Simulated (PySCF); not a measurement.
# BiF and its ions

UHF-MP2; basis Bi def2-SVPD with ECP60, F def2-SVPD; scalar-relativistic core potentials; PySCF 2.14. Neutral (UHF): triplet (π ↑↑), Re = 2.075 Å, ωe = 541 cm⁻¹, De = 3.87 eV.

BiF⁺ (UHF): doublet (π ↑), Re = 1.996 Å, ωe = 640 cm⁻¹. The energies at the minima are -313.23434 hartree for BiF and -312.92109 for BiF⁺.

Task: Work out the adiabatic ionisation energy, without and with harmonic zero-point energies (1 hartree = 27.2114 eV, 1 eV = 8065.5 cm⁻¹), and the change of the bond length.

Result: At UHF-MP2: 0.31325 hartree = 8.524 eV between the minima; the zero-point term (640.0 − 541.0)/2 cm⁻¹ = +0.006 eV makes it 8.530 eV. Re changes by -7.9 pm against the neutral. The electron leaves a π orbital, and the shorter bond of the ion fits an antibonding orbital, or a change in how ionic the bond is.

BiF⁻ (UHF): doublet (π ↑), Re = 2.184 Å, ωe = 423 cm⁻¹, De = 0.82 eV to Bi + F⁻. The energies at the minima are -313.23434 hartree for BiF and -313.25444 for BiF⁻.

Task: Work out the adiabatic electron affinity, without and with harmonic zero-point energies (1 hartree = 27.2114 eV, 1 eV = 8065.5 cm⁻¹), and the change of the bond length.

Result: At UHF-MP2: 0.02010 hartree = 0.547 eV between the minima; the zero-point term (541.0 − 423.0)/2 cm⁻¹ = +0.007 eV makes it 0.554 eV. Re changes by +10.9 pm against the neutral. The electron enters a π orbital, and the longer bond of the ion fits an antibonding orbital, or a change in how ionic the bond is.

Correlated steps freeze 5 core orbitals. Correlated levels converge slowly with the basis: in double zeta they bind strong bonds too weakly, by up to about 1 eV, and carry superposition errors of some tenths. These are scalar-relativistic numbers at best; spin–orbit coupling would shift them, the dissociation energy most. For an ion De counts to the pair picked by the measured ionisation energies or electron affinities, which need not be the lowest pair at this level. States were picked by a PBE0 search and need not be the measured ground states.
